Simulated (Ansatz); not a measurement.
AgBr₂⁻, relaxed as a triplet with UKS PBE-D4/def2-TZVPD in Ansatz, starting from the PBE-D4/def2-TZVPD geometry of the charge -1 singlet. Force threshold 0.02 eV/Å.

In the def2 sets Ag takes a core potential; there is no spin–orbit coupling. The highest occupied level of the charge -1 triplet lies above zero (up to 0.50 eV). The electron is either unbound and held by the finite basis, or the level is raised by self-interaction error. At PBE-D4/def2-TZVPD a singlet of charge -1 lies 3.15 eV below the triplet, each at its own geometry. The structure comes from a short search, and lower isomers may exist.

Start:

```xyz
3

Ag   -0.0001    0.0003    0.0002
Br    1.2935   -0.9677    1.8689
Br   -1.2934    0.9674   -1.8690
```

```tsv
step	energy (eV)	largest force component (eV/Å)	SCF passes
1	-144073.7660	0.847	40
2	-144073.9701	0.357	27
3	-144074.0316	0.138	26
4	-144074.0462	0.047	107
5	-144074.0484	0.008	85
6	-144074.0485	0.002	78
7	-144074.0485	0.003	117
8	-144074.0485	0.004	83
9	-144074.0486	0.008	31
10	-144074.0490	0.016	29
11	-144074.0506	0.033	34
12	-144074.0797	0.121	55
13	-144074.1518	0.198	40
14	-144074.2618	0.240	35
15	-144074.3887	0.263	35
16	-144074.5125	0.224	27
17	-144074.6138	0.154	27
18	-144074.6699	0.054	27
19	-144074.6768	0.029	22
20 (rejected)	-144074.6757	0.089	23
21	-144074.6772	0.006	24
```

Force components are those of the run's own axes.

End:

Cartesian coordinates in Å:
```
Ag -0.2494 1.0431 0.7126
Br 1.0517 -1.2149 0.9831
Br -0.8023 0.1718 -1.6957
```

By distances, no bond broke or formed. The bond that changes most is Ag1–Br3, from 2.47 to 2.62 Å (atoms count from 1).

The force fell under the threshold at step 5, but the optimiser went on and released 0.629 eV more. No frequencies were taken in this run, so the end may be a saddle point.

Run time 92 s (4 threads of Arm Neoverse V1 on a shared host).
